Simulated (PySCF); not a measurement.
C4H8Ge.
Geometry (PBE0-D3(BJ)/def2-SVP, Å), atoms numbered from 1 in this order:
```xyz
13
C4H8Ge angstrom
C      1.9169   -0.2670    0.4370
C      0.7064   -0.0522   -0.0857
C     -0.0738    1.2475   -0.0818
Ge    -1.6869    0.1216    0.1884
C     -0.2960   -1.0956   -0.5366
H      2.5152    0.5563    0.8369
H      2.3435   -1.2730    0.4838
H     -0.1324    1.6940   -1.0897
H      0.2484    2.0141    0.6351
H     -2.9468    0.4031   -0.6533
H     -2.0477   -0.1307    1.6618
H     -0.1420   -2.1179   -0.1675
H     -0.4005   -1.1170   -1.6353
```

Computed, not measured: PySCF, PBE0-D3(BJ)/def2-SVP geometry optimisation, gas phase.

Masses are those of the commonest isotopes; rigid-rotor values at the optimised geometry. The values belong to one conformer with, in the numbering `[CH2:1]=[C:2]1[CH2:3][GeH2:4][CH2:5]1`, C1–C2–C3–Ge4 -143°, C2–C3–Ge4–C5 -19°, C3–Ge4–C5–C2 19°, C1–C2–C5–Ge4 143°.

Q: What are A, B and C (MHz)?

A: Ia = 64.27, Ib = 228.75, Ic = 263.31 u·Å²; 505379 MHz·u·Å²/I gives A = 7863, B = 2209, C = 1919 MHz.

Q: Classify the top.

A: A near-prolate asymmetric top; Ray's κ = -0.902.

Q: What does the inertial defect say?

A: Not planar: Δ = Ic − Ia − Ib = -29.72 u·Å². For a rigid frame Δ = −2 Σ m c², so Σ m c² = 14.86 u·Å² lies off the ab plane: 8.33 from hydrogen and 6.53 from heavier atoms. The atom farthest from that plane is 1.60 Å away.

Q: Give the other two planar moments, Paa and Pbb, and the rms extents of the mass along the axes.

A: Paa = Σ m a² = (Ib + Ic − Ia)/2 = 213.89 and Pbb = Σ m b² = (Ia + Ic − Ib)/2 = 49.41 u·Å². With the mass M = 129.98 u, the rms extents √(P/M) along a, b and c are 1.28, 0.62, 0.34 Å.

Q: List the rotational levels J(Ka,Kc) to J = 3 (MHz).

A: Above 0(0,0):
J = 1: 1(0,1) 4129, 1(1,1) 9782, 1(1,0) 10072
J = 2: 2(0,2) 12375, 2(1,2) 17750, 2(1,1) 18619, 2(2,1) 35580, 2(2,0) 35591
J = 3: 3(0,3) 24718, 3(1,3) 29694, 3(1,2) 31433, 3(2,2) 47966, 3(2,1) 48021, 3(3,1) 76966, 3(3,0) 76966

Q: Predict some low-J microwave lines.

A: The dipole components are |μa| = 0.48 D, |μb| = 0.00 D, |μc| = 0.24 D; the mirror of this Cs structure is the ac plane, so μb vanishes by symmetry and there are no b-type lines. Intensities carry the squares of the components, which stand as 1.00 : 0.25 (a : c). Some of the stronger lines:

```csv
type,branch,"J(Ka,Kc)",MHz,lower level (cm⁻¹)
a,Q,"5(2,3) ← 5(2,4)",375,2.838
a,Q,"3(1,2) ← 3(1,3)",1739,0.990
c,Q,"3(1,3) ← 3(0,3)",4976,0.824
c,Q,"1(1,1) ← 1(0,1)",5654,0.138
a,R,"2(0,2) ← 1(0,1)",8246,0.138
a,R,"2(1,1) ← 1(1,0)",8547,0.336
a,R,"3(0,3) ← 2(0,2)",12343,0.413
a,R,"3(2,2) ← 2(2,1)",12386,1.187
a,R,"3(2,1) ← 2(2,0)",12429,1.187
a,R,"3(1,2) ← 2(1,1)",12814,0.621
a,R,"4(1,4) ← 3(1,3)",15914,0.990
a,R,"4(2,3) ← 3(2,2)",16506,1.600
c,Q,"3(2,2) ← 3(1,2)",16533,1.049
c,Q,"2(2,1) ← 2(1,1)",16961,0.621
a,R,"4(1,3) ← 3(1,2)",17072,1.049
c,R,"3(1,2) ← 2(0,2)",19058,0.413
a,R,"5(4,2) ← 4(4,1)",20667,4.472
a,R,"5(4,1) ← 4(4,0)",20667,4.472
a,R,"5(3,3) ← 4(3,2)",20678,3.119
a,R,"5(1,4) ← 4(1,3)",21318,1.618
c,Q,"3(3,1) ← 3(2,1)",28946,1.602
c,R,"4(2,3) ← 3(1,3)",34778,0.990
c,R,"4(3,2) ← 3(2,2)",45535,1.600
c,R,"5(3,3) ← 4(2,3)",49707,2.151
c,Q,"5(5,1) ← 5(4,1)",52165,5.162
c,R,"5(4,2) ← 4(3,2)",61238,3.119
```

Q: Estimate the classical rotational partition function at 50 K, 100 K and 298.15 K.

A: Point group Cs, symmetry number σ = 1; q = (√π/σ)·√((kT/h)³/(ABC)), k/h = 20836.6 MHz/K: 10300 at 50 K, 29200 at 100 K, 150000 at 298.15 K.

No PBE0-D3(BJ)/def2-SVP frequencies stand behind this structure, so it isn't proved a minimum. Zero-point vibration and centrifugal distortion are left out.

On one thread of an Arm Neoverse V1, shared host with 32 logical CPUs at a one-minute load of 31, this took 68 s and 0.54 GiB of memory at its peak. This is the geometry optimisation.
